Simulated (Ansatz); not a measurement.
Li₄Te₂⁺, relaxed as a doublet with UKS PBE-D4/def2-SVP in Ansatz, starting from the GFN2-xTB geometry. Force threshold 0.02 eV/Å.

In the def2 sets Te takes a core potential; there is no spin–orbit coupling. The gap within one spin of the charge 1 doublet nearly closes, so an electron or hole may be smeared out by delocalisation error. Another isomer (doublet) lies 0.88 eV lower at PBE0-D4/def2-TZVP; other spin states weren't run for this one.

Start:

Cartesian coordinates in Å:
```
Li -2.021 -4.691 0.817
Li 0.333 3.862 -0.560
Li 2.781 2.273 -0.717
Li -0.573 -0.441 0.295
Te -1.321 -2.760 -0.720
Te 0.800 1.757 0.886
```

| step | energy (eV) | largest force component (eV/Å) | SCF passes |
| --- | --- | --- | --- |
| 1 | -15400.8329 | 0.572 | 42 |
| 2 | -15401.0631 | 0.260 | 50 |
| 3 | -15401.1615 | 0.135 | 39 |
| 4 | -15401.2099 | 0.080 | 37 |
| 5 | -15401.2260 | 0.059 | 36 |
| 6 | -15401.2305 | 0.049 | 36 |
| 7 | -15401.2320 | 0.020 | 36 |
| 8 | -15401.2325 | 0.016 | 30 |
| 9 | -15401.2336 | 0.014 | 35 |
| 10 | -15401.2340 | 0.018 | 35 |

Force components are those of the run's own axes.

End:

```xyz
6

Li   -1.551   -4.244    0.994
Li   -0.323    3.706   -0.378
Li    3.114    1.605   -0.402
Li   -0.506   -0.308    0.019
Te   -1.603   -2.535   -0.923
Te    0.869    1.776    0.691
```

By distances, no bond broke or formed, bridged metal pairs apart. The bond that changes most is Li3–Te6, from 2.60 to 2.50 Å (atoms count from 1). Metal–metal contacts that move far: Li2–Li3 2.92 to 4.03 Å.

The force fell under the threshold at step 7, but the optimiser went on. No frequencies were taken in this run, so the end may be a saddle point.

Hardware: 4 threads of AMD EPYC 9B45 on a shared host. Wall time 8 s.
